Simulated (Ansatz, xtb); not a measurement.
# Relaxing a trial structure of C2H6Ga

The starting geometry of this gas-phase doublet has its atoms placed at random.

```xyz
9

C     2.3341   -0.9412    0.0583
C     0.5678   -2.4344   -0.2283
Ga   -0.1898    0.0171   -0.0582
H    -0.3800    1.9043   -0.9544
H     1.0800   -0.6918    0.7786
H    -1.6641   -0.6857    0.9012
H    -0.3921    0.9302    1.5753
H    -1.5419    0.7606    0.7908
H     1.8819   -0.5249   -1.1283
```

One run relaxed it with r2SCAN-D4/def2-SVP. What is a likely outcome?

It loosens into C2H4Ga + H2, which stay close as a complex. Distances that change by over a tenth: C1–H9 (1.34 → 1.10 Å), Ga3–H6 (1.89 → 1.56 Å). Contacts that open: Ga3–H5 (1.68 → 3.91 Å), Ga3–H7 (1.88 → 2.62 Å), Ga3–H8 (1.76 → 2.62 Å). Contacts that close: C1–C2 (2.33 → 1.31 Å), C1–H5 (1.47 → 1.10 Å), C2–Ga3 (2.57 → 1.90 Å), Ga3–H4 (2.10 → 1.56 Å), H7–H8 (1.40 → 0.76 Å).

The energy falls by 13.77 eV over 43 steps:

```
step  E − E(last) (eV)
   1            13.765
   6             2.788
  10             1.412
  15             0.419
  20             0.199
  24             0.157
  29             0.059
  34             0.001
  38             0.001
  43             0.000
```

Final geometry (Å):

```xyz
9

C     2.0891   -1.0907    0.0145
C     0.8807   -0.6354   -0.2169
Ga   -0.8720    0.0322   -0.5369
H    -1.0093    1.4637   -1.1312
H     2.5904   -0.9621    0.9887
H    -2.0738   -0.9181   -0.2633
H    -1.0554    1.3236    1.7336
H    -1.5280    0.7496    1.8967
H     2.6743   -1.6287   -0.7499
```

From the same start GFN2-xTB reaches the same bonding as this run.

From so rough a start the end depends on the optimiser's path, so another program may land elsewhere. The end wasn't checked by frequencies. Open shells are spin-unrestricted. Run with Ansatz 0.2.0, 5 min on 2 threads of Arm Neoverse V1, on a shared host.
